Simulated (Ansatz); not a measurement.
A structure relaxed at PBE0-D4/def2-TZVP, charge 0, multiplicity 1:

```xyz
10

B    -1.145    1.142   -0.184
N    -1.002   -0.257   -0.037
B     0.203   -0.969    0.220
C     1.586   -0.256    0.239
S     2.485   -0.525   -1.077
H    -2.228    1.606   -0.385
H    -0.173    1.832   -0.094
H    -1.840   -0.817   -0.110
H     0.160   -2.152    0.391
H     1.953    0.395    1.036
```

Problem. Give its formula and SMILES.

Solution. CH5B2NS, `BNBC=S`.

Problem. Summarise the bond lengths by kind.

Solution. 2 × B–N 1.414 to 1.422 Å; 3 × B–H 1.195 to 1.197 Å; 1 × H–N 1.010 Å; 1 × B–C 1.557 Å; 1 × C–S 1.616 Å; 1 × C–H 1.092 Å.

Results of the Gaussian-basis code of Ansatz.
